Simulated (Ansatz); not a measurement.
```yaml
atoms:
  - { symbol: C, position_ang: [0.0000, 0.0000, -0.8203] }
  - { symbol: C, position_ang: [0.0000, 0.0000, 0.8203] }
  - { symbol: H, position_ang: [0.0000, -1.1059, -1.2583] }
  - { symbol: H, position_ang: [-0.9577, 0.5529, -1.2583] }
  - { symbol: H, position_ang: [0.9577, 0.5529, -1.2583] }
  - { symbol: H, position_ang: [0.0000, 1.1059, 1.2583] }
  - { symbol: H, position_ang: [-0.9577, -0.5529, 1.2583] }
  - { symbol: H, position_ang: [0.9577, -0.5529, 1.2583] }
```

Basis set: def2-TZVP (spherical functions). Left uncorrelated: 2 orbitals. Charge 0, multiplicity 1.

Computed with Ansatz (development build ahead of 0.2.0); each method stands on the lowest determinant of its kind that the runs found. Restricted open shells among the atoms or ions are ROHF, correlated in semicanonical orbitals with singles.

**Question.** Give the atomization energy at this shape (free ground-state atoms in the same class of orbitals less the molecule, no zero-point energy) of singlet C2H6 by RHF-MP2, RHF.

**Answer.**

```json
{"method": "RHF-MP2", "atomization energy": "28.82 eV"}
{"method": "RHF", "atomization energy": "22.91 eV"}
```

Caution: no unrestricted run beside it, a lower state can exist; the shape is not the minimum.
